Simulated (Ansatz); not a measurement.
One geometry of the cluster BeCl₃, several levels of theory.

```yaml
crystal:
  periodic: [false, false, false]
  atoms:
    - {symbol: Be, position_ang: [0.000050, -0.000627, 0.000408]}
    - {symbol: Cl, position_ang: [1.818843, -0.082660, -0.641162]}
    - {symbol: Cl, position_ang: [-0.406523, 0.951115, 1.629782]}
    - {symbol: Cl, position_ang: [-1.412370, -0.867828, -0.989028]}
basis:
  gaussian: {orbitals: def2-TZVPD, initial_orbitals: start.molden}
magnetization: {spin_polarized: true, initial_magnetization: 1}
hamiltonian: {xc: pbe, dispersion: d4}
scf: {omitted_lower_state_checks: [starts]}
output: {orbitals: {seedname: orbitals}}
```

The file start.molden holds the orbitals of an earlier run on this structure, at another level or in another basis.

```sh
$ ansatz run in.yaml --threads 4 --pin off --events-out ev --progress --plain --max-ram 3916MiB
```

It prints (some lines left out):

```
Functional definition: PBE
997 factors; their error is unknown
mean field evaluation 1: about -37957.3986 eV, gradient 9.9e0 eV
mean field evaluation 2: about -37957.4786 eV, gradient 1.3e-1 eV
mean field evaluation 4: about -37957.4663 eV, gradient 3.5e-4 eV
mean field -37957.46626677 eV, -1394.9111568092 hartree, gradient 1.0e-5 eV, S^2 0.751758; 0 other end points of the search recorded, 0 dependent functions left out
reference -37957.46633465 eV, -1394.9111593038 hartree; 28, 27 occupied and 132, 133 virtual orbitals, 997 factors
Total energy: -37957.58034314 eV, -1394.9153490385 hartree
Checks for a lower state left out: starts
```

It took 2.9 s on 4 threads of Arm Neoverse V1 on a shared host.

As the first input, with `hamiltonian: {xc: pbe0, dispersion: d4}` (abridged; 4.3 s):

```
Functional definition: PBE0
mean field -37960.18656742 eV, -1395.0111260142 hartree, gradient 1.0e-5 eV, S^2 0.755216
Total energy: -37960.28500343 eV, -1395.0147434708 hartree
Checks for a lower state left out: starts
```

First input, but with `hamiltonian: {xc: r2scan, dispersion: d4}` (abridged; 6.5 s):

```
Functional definition: r2SCAN
mean field -37970.84839393 eV, -1395.4029409115 hartree, gradient 2.6e-5 eV, S^2 0.753421
Total energy: -37970.87451512 eV, -1395.4039008476 hartree
Checks for a lower state left out: starts
```

The first input with `gaussian: {orbitals: "def2-TZVPPD.json", initial_orbitals: start.molden}`, `correlation: {method: ccsd_t}`, `scf: {omitted_lower_state_checks: [starts, cluster_reference]}` and without the key `hamiltonian` (abridged; 5.6 min):

```
Functional definition: HF
mean field -37912.84228952 eV, -1393.2712558924 hartree, gradient 2.1e-6 eV, S^2 0.761736
15 core orbitals not correlated: weight in the atoms' cores, before any rotation towards them, 1.000 or more for the frozen orbitals, at most 0.000 for the correlated occupied ones
second order -16.74029273 eV of doubles, -0.00000000 eV of singles
cycle   1  -17.85731042 eV  change    -1.1e0 eV  update   9.3e-2
cycle   2  -18.23671747 eV  change   -3.8e-1 eV  update   3.1e-2
cycle   3  -18.31920693 eV  change   -8.2e-2 eV  update   3.8e-2
cycle   4  -18.34157039 eV  change   -2.2e-2 eV  update   2.9e-2
cycle   5  -18.34762278 eV  change   -6.1e-3 eV  update   2.5e-2
cycle   6  -18.38563236 eV  change   -3.8e-2 eV  update   2.0e-2
cycle   7  -18.38716996 eV  change   -1.5e-3 eV  update   1.4e-2
cycle   8  -18.40612199 eV  change   -1.9e-2 eV  update   1.3e-2
cycle   9  -18.41655502 eV  change   -1.0e-2 eV  update   9.5e-3
cycle  10  -18.42018988 eV  change   -3.6e-3 eV  update   4.2e-3
cycle  11  -18.42226274 eV  change   -2.1e-3 eV  update   1.3e-3
cycle  12  -18.42385927 eV  change   -1.6e-3 eV  update   3.4e-4
cycle  13  -18.42347339 eV  change    3.9e-4 eV  update   1.4e-4
cycle  14  -18.42355153 eV  change   -7.8e-5 eV  update   4.1e-5
cycle  15  -18.42358060 eV  change   -2.9e-5 eV  update   1.9e-5
perturbative correction -0.84607711 eV, -0.0310927605 hartree
Total energy: -37932.11194724 eV, -1393.9794027520 hartree
Checks for a lower state left out: starts, cluster_reference
```

Geometry: PBE0-D4/def2-TZVPD, that of the charge -1 singlet.

Correlated methods freeze 15 core orbitals. At CCSD(T)/def2-TZVPPD T1 of the charge 0 doublet is large (up to 0.064), so the single-reference result is doubtful. The structure comes from a short search, and lower isomers may exist.
